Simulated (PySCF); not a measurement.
Potential energy of KAl⁺ along the bond

Set-up: PySCF, no relativity, basis sets K aug-pcseg-1, Al aug-pcseg-1. Energies in eV from K⁺ + Al in their ground configurations at the same level. State: ²Σ⁺ (doublet), unpaired electrons σ ↑.

| R (Å) | M06-2X | UHF-MP2 |
| --- | --- | --- |
| 3.336 | -0.4944 | -0.3703 |
| 3.491 | -0.5592 | -0.4573 |
| 3.646 | -0.5912 | -0.5070 |
| 3.763 | -0.5998 | -0.5268 |
| 3.879 | -0.5988 | -0.5356 |
| 3.995 | -0.5902 | -0.5361 |
| 4.151 | -0.5708 | -0.5272 |
| 4.345 | -0.5377 | -0.5059 |
| 4.577 | -0.4913 | -0.4711 |
| 4.888 | -0.4257 | -0.4168 |

Put a parabola through the three lowest points of the M06-2X curve and estimate Re, k and ωe (reduced mass 15.94 u; 1 eV/Å² = 0.16022 mdyn/Å; ωe = 1302.8·√(k/μ) cm⁻¹).

Through R = 3.646, 3.763, 3.879 Å the second-order coefficient is 0.352 eV/Å², so Re ≈ 3.809 Å, k ≈ 0.113 mdyn/Å and ωe ≈ 110 cm⁻¹. A polynomial fit of higher order to the unrounded M06-2X energies gives Re = 3.805 Å, k = 0.103 mdyn/Å, ωe = 105 cm⁻¹; anharmonicity and rounding make the difference.

The higher-order fit for each curve: M06-2X: Re = 3.805 Å, ωe = 105 cm⁻¹, De = 0.60 eV; UHF-MP2: Re = 3.943 Å, ωe = 94.3 cm⁻¹, De = 0.54 eV.

Correlated steps freeze 10 core orbitals. Correlated levels converge slowly with the basis: in double zeta they bind strong bonds too weakly, by up to about 1 eV, and carry superposition errors of some tenths. For an ion De counts to the pair picked by the measured ionisation energies or electron affinities, which need not be the lowest pair at this level. The state was picked by a PBE0 search and need not be the measured ground state.
